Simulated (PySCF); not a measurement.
# C6H13F: core ionisation energies

C₆H₁₃F.
Atom-mapped SMILES: `[CH3:1][CH:2]([CH3:3])[CH2:4][CH2:5][CH2:6][F:7]`

Geometry (PBE0-D3(BJ)/def2-SVP, Å), atoms numbered from 1 in this order:
```xyz
20
C6H13F angstrom
C     -1.5471    0.8469   -1.0265
C     -1.0715   -0.1906   -0.0147
C     -2.0525   -0.3062    1.1465
C      0.3374    0.1009    0.5035
C      1.4273    0.1097   -0.5586
C      2.8170    0.2082    0.0237
F      3.0797   -0.8793    0.8254
H     -0.9081    0.8795   -1.9218
H     -1.5511    1.8558   -0.5799
H     -2.5727    0.6307   -1.3636
H     -1.0362   -1.1709   -0.5267
H     -2.1271    0.6488    1.6932
H     -1.7340   -1.0764    1.8661
H     -3.0631   -0.5677    0.7964
H      0.3333    1.0721    1.0341
H      0.6038   -0.6565    1.2589
H      1.2941    0.9505   -1.2599
H      1.3677   -0.8124   -1.1630
H      3.5799    0.2409   -0.7731
H      2.9230    1.1194    0.6397
```

Theory: PySCF 2.14.0, delta-SCF UKS SCAN, pcX-2 on the ionised atom, pcseg-1 elsewhere, spin-free X2C. Binding energies are ΔSCF values: E(core-ionised, relaxed orbitals) − E(ground state) at a fixed geometry, referred to the vacuum level.

Task: Give the core binding energies atom by atom.

Result: 
```
atom(s)       environment  level  binding energy (eV)  above the level's lowest (eV)  count
     C4  chain CH2 carbon   C 1s               290.36                           0.00      1
  C1/C3     methyl carbon   C 1s               290.44                          +0.08      2
     C2     sp3 CH carbon   C 1s               290.52                          +0.16      1
     C5  chain CH2 carbon   C 1s               290.72                          +0.36      1
     C6    sp3 C–F carbon   C 1s               292.94                          +2.58      1
     F7    alkyl fluorine   F 1s               692.24                           0.00      1
```

The listed C 1s values span 2.58 eV, from C4 (bonded to 2 C and 2 H) to C6 (bonded to F, C and 2 H). The widest gap between neighbouring values is 2.22 eV, between 290.72 and 292.94 eV.

Task: Which effective nuclear charge Zeff reproduces each element's mean 1s value in the hydrogen-like formula E = 13.606 eV × Zeff²?

Result: C (Z = 6): mean 290.9 eV, Zeff = 4.62, Z − Zeff = 1.38; F (Z = 9): mean 692.2 eV, Zeff = 7.13, Z − Zeff = 1.87. Means run over the listed sites, weighted by atom count.

One atom of each set of topologically equivalent atoms was ionised and stands for the set; in this conformer not all members are related by symmetry, and their own values weren't computed. One conformer (not necessarily the lowest) at the PBE0-D3(BJ)/def2-SVP geometry, without solvent, vibrations or thermal averaging.
